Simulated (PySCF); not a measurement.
How methods differ on the ionisation energy of Yb⁵⁴⁺

Yb⁵⁴⁺ [Ne] 3s2 3p4 (3P) → Yb⁵⁵⁺ [Ne] 3s2 3p3 (4S), as a difference of total energies. Calculation: PySCF 2.14, in an uncontracted even-tempered set (16 s from 13 bohr⁻², ratio 2.5; 10 p from 17 bohr⁻², ratio 2.5; 4 d from 69 bohr⁻², ratio 2.7; 4 f from 100 bohr⁻², ratio 2.7); no relativity, point nucleus. Correlated levels: outer shells: 1s2 frozen; virtual orbitals above 40 to 60 times the deepest correlated orbital energy dropped. The calculations carry no spin-orbit coupling.

```
                method  ionisation energy (eV)
                   UHF                  5137.0
    MP2 (outer shells)                  5138.1
SCS-MP2 (outer shells)                  5138.0
   CCSD (outer shells)                  5138.0
CCSD(T) (outer shells)                  5138.0
```

Spin-orbit coupling is strong in these open shells (close to jj coupling). The scalar numbers leave it out and a first-order estimate fails, so it can dominate the gap to the real levels.

The ground level that NIST lists for one species does not belong to the high-spin term computed here, so part of any gap is the choice of state.

The gap to the reference is mostly relativistic.

For comparison: 5224 ± 5 eV (theoretical estimate listed by NIST; NIST Atomic Spectra Database, ionization energies).
